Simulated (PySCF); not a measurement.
**How the method changes the constants of CdSe**

State: ¹Σ⁺ (singlet), closed shell. Set-up: Cd x2c-TZVPPall, Se x2c-TZVPPall; spin-free X2C with a Gaussian nucleus (PySCF 2.14). De refers to Cd + Se in their high-spin ground configurations, without counterpoise correction. A positive dipole means Cd(−)Se(+).

| Level | Re (Å) | ωe (cm⁻¹) | De (eV) | μ (D) |
| --- | --- | --- | --- | --- |
| RHF | 2.402 | 243 | -0.56 | -7.21 |
| RHF-MP2 | 2.330 | 276 | 0.86 | n/a |
| RHF-SCS-MP2 | 2.355 | 263 | 0.71 | n/a |
| RHF-CCSD | 2.369 | 254 | 0.51 | n/a |
| RHF-CCSD(T) | 2.365 | 257 | 0.73 | n/a |
| PBE | 2.368 | 257 | 1.03 | -4.95 |
| TPSS | 2.361 | 261 | 1.08 | -5.30 |
| r²SCAN | 2.343 | 272 | 0.98 | -5.45 |
| TPSSh | 2.356 | 264 | 1.01 | -5.54 |
| B3LYP | 2.385 | 248 | 0.71 | -5.19 |
| PBE0 | 2.354 | 265 | 0.87 | -5.62 |
| BHandHLYP | 2.375 | 253 | 0.493 | -5.90 |
| LC-ωPBE | 2.325 | 281 | 0.70 | -6.48 |

The bond length runs from 2.325 Å (LC-ωPBE) to 2.402 Å (RHF). De spans -0.56 eV (RHF, mean field) to 1.08 eV (TPSS, meta-GGA). Correlation at CCSD(T) changes the Hartree–Fock bond energy by +1.29 eV; the triples alone change it by +0.22 eV.

Correlated steps freeze 23 core orbitals. Where the molecule has an RHF reference, its open-shell atoms are computed with UHF. A negative De means that the minimum lies above the separated atoms at that level.
